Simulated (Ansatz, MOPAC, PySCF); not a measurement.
Species: InF$_{2}$, net charge 1, singlet state. SMILES of the parent species: [F][In][F]
Geometry from a B3LYP-D3(BJ)/def2-TZVP (Ansatz, a first-principles code) optimisation:
```
In
F 1 1.8552
F 1 1.8552 2 180.00
```
Charge +1, spin multiplicity 1.

Unscaled harmonic wavenumbers (cm⁻¹) in rising order, each level at the stationary point that it reaches from this structure (no distance between atoms moves by over 0.3 Å); the order of modes can differ between levels, and a negative number is imaginary. B3LYP-D3(BJ)/def2-TZVP (PySCF, at the structure above): 143, 143, 639, 763.

PM3 (MOPAC): 90, 90, 681, 792. Zero-point energy 2.4 against 2.4 kcal/mol; where all levels lie over 400 cm⁻¹, the wavenumbers are on average 1.052 times those of B3LYP-D3(BJ)/def2-TZVP.

PM7 (MOPAC): 11, 11, 527, 586. Zero-point energy 1.6 against 2.4 kcal/mol; where all levels lie over 400 cm⁻¹, the wavenumbers are on average 0.796 times those of B3LYP-D3(BJ)/def2-TZVP.

HF/6-31G* with LANL2DZ past Ar (Ansatz): 156, 156, 707, 805. Zero-point energy 2.6 against 2.4 kcal/mol; where all levels lie over 400 cm⁻¹, the wavenumbers are on average 1.080 times those of B3LYP-D3(BJ)/def2-TZVP.

B3LYP/6-31G* with LANL2DZ past Ar (Ansatz): 150, 150, 648, 748. Zero-point energy 2.4 against 2.4 kcal/mol; where all levels lie over 400 cm⁻¹, the wavenumbers are on average 0.998 times those of B3LYP-D3(BJ)/def2-TZVP.
